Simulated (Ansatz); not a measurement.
`BC[SiH2]S` + H₂ → `BC[SiH3]` + H₂S  (hydrogenolysis of the Si–S bond)

Computed with Ansatz on PBE0-D4/def2-TZVP structures; ΔE is electronic, products minus reactants. CCSD(T)/CBS is the MP2 limit (def2-TZVPP, def2-QZVPP) plus CCSD(T) − MP2 in def2-TZVPP, frozen cores. This one scheme is used for every species. Functionals use def2-TZVPP. B3LYP here is the variant with VWN-RPA as its local correlation; programs differ in this. HSE06 is defined as in plane-wave codes. Each species was taken in one conformer, which may not be the lowest.

```tsv
level	ΔE (kJ/mol)	difference from CCSD(T)/CBS
r2SCANh-D4	42.6	2.9
HSE06-D4	40.7	1.0
BHLYP-D4	34.2	-5.5
PBE-QIDH	39.3	-0.4
PBE	37.6	-2.1
BLYP	28.0	-11.7
r2SCAN	42.1	2.4
PBE0	35.5	-4.2
B3LYP	27.6	-12.1
r2SCANh	40.9	1.2
LC-ωPBE	32.9	-6.8
CCSD/def2-TZVPP	29.9	-9.8
CCSD(T)/def2-TZVPP	34.8	-4.9
SCS-MP2/def2-QZVPP	39.3	-0.4
MP2/CBS(def2)	49.4	9.7
CCSD/CBS(def2)	34.8	-4.9
CCSD(T)/CBS	39.7	0
```

Largest T1 diagnostic among the species: 0.011.

In def2-TZVPP, CCSD(T) changes the Hartree–Fock value by +17.9 kJ/mol (the triples alone add +4.9 kJ/mol) and MP2 by +27.5 kJ/mol. The D4 term adds +9.4 kJ/mol with B3LYP and +5.2 kJ/mol with PBE0; it sums over pairs of atoms, weighted by their polarisabilities, and B3LYP, whose exchange is more repulsive, gets the larger term. At CCSD(T), def2-SVP lies −19.8 kJ/mol from the extrapolated value and def2-TZVPP −4.9 kJ/mol.
